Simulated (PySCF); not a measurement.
C4H5Cl, SMILES C=CC(=C)Cl. Atoms are numbered in the order given.

```xyz
10

C     -0.4405     2.0780     0.0000
C      0.6018     1.2364     0.0000
C      0.5413    -0.2254     0.0000
C      1.6233    -1.0189     0.0000
Cl    -1.0578    -0.9556     0.0000
H     -1.4680     1.7078     0.0000
H     -0.2865     3.1592     0.0000
H      1.6223     1.6345     0.0000
H      2.6199    -0.5711     0.0000
H      1.5402    -2.1060     0.0000
```

Geometry optimised at B3LYP-D3(BJ)/def2-SVP. Other conformers were not sampled.

Computed with TDDFT-PBE/def2-SVPD (PySCF 2.14.0).

Vertical excitations. Gas-phase values at a fixed geometry. State labels are in the subgroup Cs.

### Question
List the lowest excited states. (The exact figures need the calculation; the answer reports its results.)

### Answer

| state | symmetry | energy (eV) | λ (nm) | f | main pairs |
|---|---|---|---|---|---|
| S1 | A' | 5.05 | 246 | 0.167 | HOMO→LUMO 61 %, HOMO−1→LUMO 33 % |
| S2 | A" | 5.32 | 233 | 0.000 | HOMO−2→LUMO 100 % |
| S3 | A' | 5.65 | 219 | 0.297 | HOMO−1→LUMO 55 %, HOMO→LUMO 35 % |
| S4 | A" | 5.68 | 218 | 0.001 | HOMO→LUMO+1 99 % |
| S5 | A" | 6.48 | 191 | 0.000 | HOMO→LUMO+3 99 % |
| S6 | A" | 6.76 | 183 | 0.001 | HOMO−3→LUMO 99 % |
| S7 | A' | 6.78 | 183 | 0.049 | HOMO→LUMO+2 69 %, HOMO−4→LUMO 24 % |
| S8 | A" | 6.94 | 179 | 0.021 | HOMO→LUMO+4 78 %, HOMO−1→LUMO+1 21 % |
| S9 | A" | 6.99 | 177 | 0.005 | HOMO−1→LUMO+1 76 %, HOMO→LUMO+4 21 % |
| S10 | A" | 7.11 | 174 | 0.005 | HOMO→LUMO+5 98 % |
| T1 | A' | 3.09 | 402 | 0 | HOMO→LUMO 98 % |
| T2 | A' | 4.58 | 271 | 0 | HOMO−1→LUMO 89 % |
| T3 | A" | 5.25 | 236 | 0 | HOMO−2→LUMO 100 % |
| T4 | A" | 5.46 | 227 | 0 | HOMO→LUMO+1 99 % |
Triplets are in the Tamm–Dancoff approximation, which puts them higher than full response would, so one can lie above its singlet here.
